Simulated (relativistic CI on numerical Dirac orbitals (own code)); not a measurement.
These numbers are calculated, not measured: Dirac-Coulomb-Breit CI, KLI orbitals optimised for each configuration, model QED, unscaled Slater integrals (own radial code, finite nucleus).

Configuration list (outside the closed core [Ar] 3d10): 4s²4p⁶4d¹⁰, 4s²4p⁶4d⁹4f, 4s²4p⁵4d¹⁰4f, 4s²4p⁶4d⁹5s, 4s²4p⁶4d⁹5p, 4s4p⁶4d¹⁰4f, 4s²4p⁶4d⁹5d, 4s²4p⁵4d¹⁰5s, 4s²4p⁶4d⁹5f, 4s²4p⁶4d⁹6s, 4s²4p⁵4d¹⁰5p, 4s²4p⁶4d⁹6p, 4s²4p⁶4d⁹5g, 4s²4p⁶4d⁹6d, 4s²4p⁵4d¹⁰5d, 4s4p⁶4d¹⁰5s, 4s²4p⁶4d⁹6f, 4s²4p⁶4d⁹7s, 4s²4p⁶4d⁹7p, 4p⁶4d¹⁰4f², 4p⁶4d⁹4f³, 4p⁵4d¹⁰4f³, 4p⁶4d⁹4f²5s, 4p⁶4d⁹4f²5p, 4p⁶4d⁹4f²5d. Double excitations out of closed p, d and f shells are left out; levels of such configurations are missing from the list, as are those of other unlisted configurations, and high levels can miss mixing partners. These lack a partner that the ground configuration has and come out too high: 4s²4p⁵4d¹⁰5s, 4s²4p⁶4d⁹5f, 4s²4p⁶4d⁹6s, 4s²4p⁵4d¹⁰5p, 4s²4p⁶4d⁹6p.

At this charge energies of transitions that change n are usually good to better than 1 %, and those within a shell (Δn = 0) to a few per cent.

Outline of the computed level scheme of Tb XX. Lowest level of each configuration: 4s²4p⁶4d¹⁰ ¹S0 at 0.000 eV; 4s²4p⁶4d⁹4f ³P°0 at 144.155 eV; 4s²4p⁶4d⁹5s ³D3 at 195.671 eV; 4s²4p⁶4d⁹5p ³P°2 at 226.082 eV; 4s²4p⁶4d⁹5d ³S1 at 285.688 eV; 4s²4p⁵4d¹⁰4f ³D1 at 291.375 eV.

Some strong electric-dipole decays among the lowest 45 levels: 4s²4p⁶4d⁹4f ¹P°1 → 4s²4p⁶4d¹⁰ ¹S0 (4.9e+12 s⁻¹); 4s²4p⁶4d⁹5p ¹P°1 → 4s²4p⁶4d¹⁰ ¹S0 (5.2e+11 s⁻¹); 4s²4p⁶4d⁹5p ³D°1 → 4s²4p⁶4d¹⁰ ¹S0 (1.8e+11 s⁻¹); 4s²4p⁶4d⁹5d ³G5 → 4s²4p⁶4d⁹4f ³H°6 (1.7e+11 s⁻¹); 4s²4p⁵4d¹⁰4f ³D1 → 4s²4p⁶4d⁹4f ³P°1 (1.6e+11 s⁻¹); 4s²4p⁶4d⁹5d ³G4 → 4s²4p⁶4d⁹4f ³H°5 (1.2e+11 s⁻¹); 4s²4p⁵4d¹⁰4f ³D1 → 4s²4p⁶4d⁹4f ³P°0 (1.1e+11 s⁻¹); 4s²4p⁶4d⁹5d ³G4 → 4s²4p⁶4d⁹5p ³F°3 (9.0e+10 s⁻¹).

LS names give the leading component of a level, which can be under half, so a name can repeat, a term be missing and a line seem to break the LS rules.
